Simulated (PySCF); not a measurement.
Isomers of C10H13N, mass 147.105 u with the commonest isotopes. Theory: PBE0-D3(BJ)/def2-SVP geometry optimisation, gas phase in PySCF 2.14.0. One conformer each, none proved a minimum here; rigid rotors.

**Question.** Order these by rotational constant C, smallest first.
A. `[CH2:1]=[CH:2][c:3]1[cH:4][cH:5][c:6]([N:7]([CH3:8])[CH3:9])[cH:10][cH:11]1` with C1–C2–C3–C4 -179°
B. `[CH3:1][N:2]([CH3:3])[C:4]1=[CH:5]/[CH:6]=[CH:7]\[CH:8]=[CH:9]/[CH:10]=[CH:11]\1` with C4–C5–C6–C7 -55°, C6–C7–C8–C9 53°, C8–C9–C10–C11 -59°, N2–C4–C11–C10 -129°
C. `[CH2:1]=[C:2]1[CH:3]=[C:4]([N:5]2[CH2:6][CH2:7][CH2:8][CH2:9]2)[C:10]1=[CH2:11]` with C3–C4–N5–C6 178°, C1–C2–C3–C4 180°, C4–N5–C6–C7 -168°, N5–C6–C7–C8 -31°, C6–C7–C8–C9 38°
D. `[N:1]#[C:2][CH2:3][C@@H:4]1[CH2:5][C@H:6]2[CH:7]=[CH:8][C@@H:9]1[CH2:10][CH2:11]2` with C2–C3–C4–C5 48°

**Answer.** A (493.0 MHz), C (545.2 MHz), B (662.6 MHz), D (898.3 MHz).

**Question.** Order these by dipole moment, largest first.
A. `[CH3:1][N:2]([CH3:3])[C:4]1=[CH:5]/[CH:6]=[CH:7]\[CH:8]=[CH:9]/[CH:10]=[CH:11]\1` with C4–C5–C6–C7 -55°, C6–C7–C8–C9 53°, C8–C9–C10–C11 -59°, N2–C4–C11–C10 -129°
B. `[CH2:1]=[C:2]1[CH:3]=[C:4]([N:5]2[CH2:6][CH2:7][CH2:8][CH2:9]2)[C:10]1=[CH2:11]` with C3–C4–N5–C6 178°, C1–C2–C3–C4 180°, C4–N5–C6–C7 -168°, N5–C6–C7–C8 -31°, C6–C7–C8–C9 38°
C. `[CH2:1]=[CH:2][c:3]1[cH:4][cH:5][c:6]([N:7]([CH3:8])[CH3:9])[cH:10][cH:11]1` with C1–C2–C3–C4 -179°
D. `[N:1]#[C:2][CH2:3][C@@H:4]1[CH2:5][C@H:6]2[CH:7]=[CH:8][C@@H:9]1[CH2:10][CH2:11]2` with C2–C3–C4–C5 48°

**Answer.** B (4.15 D), D (3.47 D), C (3.00 D), A (1.63 D).

**Question.** Order these by radius of gyration √(Σ m r²/M), largest first.
A. `[N:1]#[C:2][CH2:3][C@@H:4]1[CH2:5][C@H:6]2[CH:7]=[CH:8][C@@H:9]1[CH2:10][CH2:11]2` with C2–C3–C4–C5 48°
B. `[CH2:1]=[CH:2][c:3]1[cH:4][cH:5][c:6]([N:7]([CH3:8])[CH3:9])[cH:10][cH:11]1` with C1–C2–C3–C4 -179° (4-dimethylaminostyrene)
C. `[CH2:1]=[C:2]1[CH:3]=[C:4]([N:5]2[CH2:6][CH2:7][CH2:8][CH2:9]2)[C:10]1=[CH2:11]` with C3–C4–N5–C6 178°, C1–C2–C3–C4 180°, C4–N5–C6–C7 -168°, N5–C6–C7–C8 -31°, C6–C7–C8–C9 38°
D. `[CH3:1][N:2]([CH3:3])[C:4]1=[CH:5]/[CH:6]=[CH:7]\[CH:8]=[CH:9]/[CH:10]=[CH:11]\1` with C4–C5–C6–C7 -55°, C6–C7–C8–C9 53°, C8–C9–C10–C11 -59°, N2–C4–C11–C10 -129°

**Answer.** B (2.644 Å), C (2.523 Å), D (2.347 Å), A (2.130 Å).

```json
{"SMILES": "C=C1C=C(N2CCCC2)C1=C", "point group": "C1", "Ia (u·Å²)": "181.33", "Ib (u·Å²)": "764.69", "Ic (u·Å²)": "926.92", "κ": "-0.90", "μa (D)": "4.14", "μb (D)": "0.27", "μc (D)": "0.02"}
{"SMILES": "C=Cc1ccc(N(C)C)cc1", "point group": "near Cs", "Ia (u·Å²)": "156.50", "Ib (u·Å²)": "875.14", "Ic (u·Å²)": "1025.02", "κ": "-0.94", "μa (D)": "2.99", "μb (D)": "0.11", "μc (D)": "0.08"}
{"SMILES": "N#CC[C@@H]1C[C@H]2C=C[C@@H]1CC2", "point group": "C1", "Ia (u·Å²)": "245.46", "Ib (u·Å²)": "526.43", "Ic (u·Å²)": "562.58", "κ": "-0.89", "μa (D)": "2.08", "μb (D)": "2.77", "μc (D)": "0.22"}
{"SMILES": "CN(C)C1=C/C=C\\C=C/C=C\\1", "point group": "C1", "Ia (u·Å²)": "259.50", "Ib (u·Å²)": "598.74", "Ic (u·Å²)": "762.78", "κ": "-0.72", "μa (D)": "1.44", "μb (D)": "0.64", "μc (D)": "0.40"}
```
